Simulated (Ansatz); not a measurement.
The first iterations of a band of CH₄ClGa (7 atoms, charge 0, multiplicity 1).

The calculation used RKS r2SCANh-D4/def2-SVP in Ansatz.

```json
{
 "movable images": "5",
 "climbing image": "yes",
 "spring": "5.0 eV/Å²",
 "optimiser": "quadratic models (default)",
 "start path": "through a guess of the saddle point",
 "force threshold": "0.05 eV/Å",
 "iteration limit": "60",
 "end points": "relaxed"
}
```

Image 0:

```xyz
7
Properties=species:S:1:pos:R:3
Ga 0.079 -0.001 0.323
H 0.118 -0.013 1.878
Cl 2.035 0.012 -0.601
C -1.450 0.002 -0.881
H -2.053 -0.905 -0.722
H -2.098 0.864 -0.667
H -1.135 0.041 -1.931
```

Image 6:

```xyz
7
Properties=species:S:1:pos:R:3
Ga -0.814 0.003 0.869
H 1.506 0.000 1.118
Cl 2.354 -0.006 0.112
C -1.749 0.001 -0.910
H -2.350 -0.914 -1.045
H -2.430 0.863 -1.007
H -1.022 0.052 -1.737
```

| iteration | highest image above the first end (eV) | largest band force component (eV/Å) |
| --- | --- | --- |
| 1 | 3.017 | 3.405 |
| 2 | 2.473 | 1.550 |
| 3 | 2.306 | 1.667 |

Question: Does the band converge within its limit, and where does its top end?

Answer: The forces met the threshold. It ended after 9 iterations with the highest image 2.358 eV above the first end. A vibrational analysis at the climbing image gives 2 clearly imaginary modes (752i, 60i cm⁻¹): a point of higher order, so a lower path passes nearby. The orbitals stay closed-shell, which can raise the energy where a bond breaks towards radicals; this wasn't checked here.

Time of the run: 2.7 min on 2 threads of Arm Neoverse V1, on a shared host, peak memory 0.19 GiB.
